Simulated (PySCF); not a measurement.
TiF2I2, SMILES [I][Ti]([I])([F])[F], multiplicity 1.

Coordinates come from a B3LYP-D3(BJ)/def2-SVP optimisation. The spin state was assumed, not searched. The structure was generated by enumeration; whether it is a known compound was not checked. The def2 effective core potentials stand for the cores of I; spin–orbit coupling is left out.

Computed with PySCF with PBE0/def2-TZVP.

Gas-phase values at a fixed geometry.

Question: Estimate the frontier levels, gap, dipole moment and polarisability. (The exact figures need the calculation; the answer reports its results.)

Answer: 
The highest occupied level is -8.07 eV. The lowest empty level comes out as -3.74 eV and the orbital gap comes out as 4.33 eV. The dipole moment is 0.75 D, the quadrupole, principal values (traceless, Buckingham form, about the centre of nuclear charge) comes out as -3.81, -1.14, 4.95 D·Å and the mean static polarisability is 101.9 bohr³ (15.09 Å³). The polarisability, principal values is 72.3, 90.2, 143.1 bohr³.
